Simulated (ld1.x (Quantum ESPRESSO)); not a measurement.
What one change does to a pseudopotential (Mg (Z = 12), RRKJ)

magnesium, norm-conserving RRKJ (Kleinman–Bylander form), made with ld1.x (Quantum ESPRESSO) 7.5 (PBE, non-relativistic). Core [Ne], reference 3s2 3p0. Waves: 3s (bound): rc 2.80 bohr; 3p (bound, empty): rc 3.45 bohr. Local part: all-electron potential smoothed inside 2.70 bohr (lloc = -1). Core correction: none.

All-electron outer shells of the reference configuration (PBE, non-relativistic, ld1.x):

| shell | level (eV) | outermost node (bohr) | outermost maximum (bohr) |
| --- | --- | --- | --- |
| 2p | -46.66 | – | 0.48 |
| 3s | -4.70 | 0.90 | 2.56 |
| 3p | -1.34 | 0.96 | 3.46 |

Change: local potential the s channel.

Cutoffs: the cutoffs (Ry, on a coarse ladder) from which the occupation-weighted sum of valence levels, in a spherical-Bessel basis at the reference potential, stays within 10 and 1 mRy of its value at 400 Ry; they do not see the model core or the augmentation charge, which bear on the density cutoff. Errors are all-electron minus pseudo energies relative to the spin-unpolarised reference configuration.

Question: What does the change do?

Answer: The potential gets neither clearly harder nor softer (8 Ry and 12 Ry → 6 Ry and 15 Ry); of the 5 tests that both files solve, the error grows in 0 and shrinks in 2 by more than 15 % and 0.3 meV (median size 11.8 → 8.8 meV); neither file shows a bound ghost.

```tsv
quantity	base	changed
cutoff, loose	8 Ry	6 Ry
cutoff, tight	12 Ry	15 Ry
bound ghosts	none	none
error for 3s1 3p0, meV [ΔE 7.95 eV]	+11	+8.7
error for 3s1.5 3p0, meV [ΔE 3.14 eV]	+0.8	+0.7
error for 3s1 3p1, meV [ΔE 3.48 eV]	+12	+8.8
error for 3s0 3p1, meV [ΔE 12.29 eV]	+113	+105
error for 3s0 3p2, meV [ΔE 7.15 eV]	+72	+65
s: phases at 3.75 bohr within 0.05 rad from the reference energy up to (Ry; the scan ends near 5)	1.1	0.9
p: phases at 3.75 bohr within 0.05 rad from the reference energy up to (Ry; the scan ends near 5)	1.6	0.9
```
